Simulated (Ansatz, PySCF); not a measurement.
Gas-phase reaction in SMILES: [InH2] (InH2) -> [InH2] (InH2) as singlet, charge +1 + e-
Structures are relaxed separately at B3LYP-D3(BJ)/def2-TZVP in Ansatz (a quantum-chemistry and plane-wave program).

Quantity: adiabatic ionisation energy (electronic energy difference), in eV. Valence correlation only, unless marked. UHF or UKS for open shells. No spin-orbit coupling. Frozen are the shells of the preceding noble gas and the d and f shells that filled before the atom's block. Past Kr the def2 sets carry scalar-relativistic core potentials. Basis-set limits of correlation are two-point, X^-3; Hartree-Fock from the larger set. The bracket is a focal-point correction in the basis named.

```tsv
level	program	adiabatic ionisation energy (eV)	minus last row
HF-D3(BJ)/def2-TZVPD	PySCF + dftd3	6.19	-0.33
HF-D4/def2-TZVPD	PySCF + dftd4	6.23	-0.29
BLYP-D3(BJ)/def2-TZVPD	Ansatz + dftd3	6.57	0.05
M06-L-D4/def2-TZVPD	PySCF + dftd4	6.40	-0.12
B97M-V/def2-TZVPD	Ansatz	6.61	0.09
B3LYP/def2-TZVPD	Ansatz	6.71	0.19
PBE0-D4/def2-TZVP	Ansatz + dftd4	6.62	0.10
TPSSh-D3(BJ)/def2-TZVPD	PySCF + dftd3	6.60	0.08
MN15/def2-TZVPD	PySCF	6.68	0.16
HSE06/def2-TZVPD	Ansatz	6.60	0.08
SCS-MP2/def2-TZVPPD	Ansatz	6.38	-0.14
CCSD(T)/def2-SVPD	Ansatz	6.48	-0.04
RI-MP2/CBS(def2-TZVPP,def2-QZVPP)+[CCSD(T)-MP2]/def2-TZVPP	Ansatz	6.52	0.00
RI-MP2/CBS(def2-TZVPP,def2-QZVPP)+[CCSD(T)-MP2]/def2-QZVPP	Ansatz	6.52	0.00
CCSD(T)/CBS(def2-TZVPPD,def2-QZVPPD)	Ansatz	6.52	0.00
```
